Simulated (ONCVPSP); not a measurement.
**How hard is this V (Z = 23) ONCV potential?**

- Element: V (Z = 23)
- Generator: ONCVPSP 4.0.1
- Type: optimised norm-conserving Vanderbilt (ONCV)
- Functional: PBE
- Relativity: scalar-relativistic
- Frozen core: [Ar]
- Valence charge: 5
- Reference configuration: 3d3 4s2
- Partial waves: 4s: rc 2.55 bohr, ncon 4, nbas 8, qcut 2.2 1/bohr, 2 projectors, debl 1.8 Ha; p scattering state at 0.19 Ha: rc 2.75 bohr, ncon 5, nbas 8, qcut 3.2 1/bohr, 3 projectors, debl 0.5 Ha; 3d: rc 1.65 bohr, ncon 5, nbas 10, qcut 11 1/bohr, 2 projectors, debl 0.8 Ha
- Local potential: polynomial inside 1.25 bohr (lpopt 5, dvloc0 0 Ha)
- Core correction: Teter function, fcfact 1.75, rcfact 1.7

In the p channel the program set the typed energies aside and used 0.050, 0.550, 1.050 Ha.

**Question.** For each optimised wave give the share of its norm inside rc, the residual kinetic energy above qcut (Ha) and the cutoffs (Ha) for errors of 10, 1, 0.1 and 0.01 mHa per electron.

**Answer.**

```json
{"wave": "4s", "norm inside rc": "0.288", "residual KE": "2.3e-03", "10 mHa": "1.5", "1 mHa": "3.1", "0.1 mHa": "21.2", "0.01 mHa": "26.3"}
{"wave": "s projector 2", "norm inside rc": "0.152", "residual KE": "1.5e-01", "10 mHa": "6.0", "1 mHa": "15.9", "0.1 mHa": "29.6", "0.01 mHa": "34.1"}
{"wave": "p projector 1", "norm inside rc": "0.340", "residual KE": "2.0e-04", "10 mHa": "0.9", "1 mHa": "2.5", "0.1 mHa": "14.7", "0.01 mHa": "24.7"}
{"wave": "p projector 2", "norm inside rc": "0.263", "residual KE": "6.4e-03", "10 mHa": "2.5", "1 mHa": "20.9", "0.1 mHa": "32.0", "0.01 mHa": "36.2"}
{"wave": "p projector 3", "norm inside rc": "0.168", "residual KE": "9.0e-03", "10 mHa": "4.1", "1 mHa": "16.9", "0.1 mHa": "34.3", "0.01 mHa": "45.2"}
{"wave": "3d", "norm inside rc": "0.693", "residual KE": "1.8e-07", "10 mHa": "33.7", "1 mHa": "41.4", "0.1 mHa": "47.9", "0.01 mHa": "52.8"}
{"wave": "d projector 2", "norm inside rc": "0.141", "residual KE": "2.1e-07", "10 mHa": "31.8", "1 mHa": "40.5", "0.1 mHa": "47.7", "0.01 mHa": "53.2"}
```

The occupied waves need 41 Ha and 48 Ha for 1 and 0.1 mHa. Note: ghosts flagged at negative energy: s at -13.1 eV, p at -40.4 eV; GHOST(+) flagged for p at 129.3 eV, p at 438.1 eV. A true bound ghost makes a file unfit for plane-wave use. Its largest configuration-test error is -348 meV.
